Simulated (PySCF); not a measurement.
IO2Cl, singlet: structure and spectrum

These are results of PySCF, PBE0, basis I def2-TZVP with ECP28, O def2-TZVP, Cl def2-TZVP (scalar-relativistic core potentials, no spin–orbit coupling, density fitting), not measurements.

The structure is a minimum.

Z-matrix (Å, degrees; charge 0 multiplicity 1):
```
I
O  1 1.7572
O  1 1.7572 2 108.15
Cl 1 2.3667 2 102.30 3 -107.52
```

```json
{
 "Point group": "Cs",
 "Bond lengths": "I–Cl 2.367 Å, I–O 1.757 Å (×2)",
 "Bond angles": "Cl–I–O 102.3° (×2), O–I–O 108.1°",
 "Highest occupied level": "-9.12 eV",
 "Lowest empty level": "-3.64 eV",
 "Principal quadrupole moments (Buckingham, traceless) about the centre of mass": "-6.21, -1.66, 7.87 D Å",
 "Heat capacity Cp at 298.15 K": "66.2 J/(mol K)",
 "Dipole moment": "3.58 D",
 "Zero-point energy": "17.3 kJ/mol",
 "Atomisation energy without zero-point energy": "682 kJ/mol",
 "Rotational constants": "0.1959, 0.08464, 0.06947 cm⁻¹",
 "Rotational symmetry number": "1",
 "Principal polarisabilities": "35.9, 49.4, 67.3 bohr³",
 "Enthalpy at 298.15 K above 0 K": "15.18 kJ/mol",
 "Entropy at 298.15 K and 1 bar": "316.3 J/(mol K)"
}
```

Harmonic modes (masses in u: I 126.904, O 15.995, Cl 34.969):
```
symmetry  ω (cm⁻¹)  IR (km/mol)     type
     a''       178          2.0     bend
      a'       219          9.2     bend
      a'       306         21.1     bend
      a'       347         85.7  stretch
      a'       907         38.2  stretch
     a''       936         94.8  stretch
```

Charges (e):
```
atom  Mulliken  Löwdin  polar tensor  Mayer order to I1
  I1      1.22    1.09          1.66                  –
O2,3     -0.50   -0.51         -0.57               1.74
 Cl4     -0.22   -0.08         -0.52               0.94
```

Mulliken populations on I1 (electrons outside its core potential): s 3.84, p 9.11, d 10.65, f 0.17.

Counting electrons, iodine keeps 2 of its valence electrons outside its bonds, so the VSEPR class is AX3E1 and the expected shape is trigonal pyramidal; with unlike ligands the computed point group is Cs.

Only a few start shapes were tried, so a lower isomer may exist.

The final relaxation and frequency run took about 3 core-minutes on a shared host.
